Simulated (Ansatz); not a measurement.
Species: [Cd(H)2] (charge 0, multiplicity 1).

Problem. Give a relaxed geometry from PBE-D3(BJ)/def2-SVP (Ansatz, a first-principles code).

Solution. the end point of this relaxation.
Cartesian coordinates (Å) in one orientation:
```xyz
3

Cd     0.000     0.000     0.000
H      1.108    -1.263     0.134
H     -1.108     1.263    -0.134
```
